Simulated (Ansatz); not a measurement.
Stepwise reaction of `CB(S)S` with water, as a gas-phase model of exchange steps in deposition or etching. ΔE in kJ/mol.

Isolated molecules relaxed with PBE0-D4/def2-TZVP in Ansatz; ΔE leaves out vibrations. CBS: MP2 limit from def2 TZ/QZ plus the TZ coupled-cluster correction, frozen cores. This one scheme is used for every species. DFT in def2-TZVPP. B3LYP here is the variant with VWN-RPA as its local correlation; programs differ in this. Each species was taken in one conformer, which may not be the lowest.

| step | reaction | PBE-D4 | B3LYP-D4 | ωB97M-V | CCSD(T)/CBS |
| --- | --- | --- | --- | --- | --- |
| 1 | `CB(S)S` + H₂O → `CB(O)S` + H₂S | -40.7 | -50.3 | -52.2 | -44.1 |
| 2 | `CB(O)S` + H₂O → `CB(O)O` + H₂S | -44.5 | -54.9 | -55.1 | -49.0 |

Task: By hand: ΔE of the 2 steps together at CCSD(T)/CBS.

Result: (-44.1) + (-49.0) = -93.1 kJ/mol, or -46.5 kJ/mol a step.

In ΔE the steps differ by no more than 4.9 kJ/mol. All are downhill at CCSD(T)/CBS. PBE-D4 differs from CCSD(T)/CBS by 3.4 to 4.5 kJ/mol a step. Isolated molecules leave out the surface, adducts and barriers. Largest T1 diagnostic: 0.013.
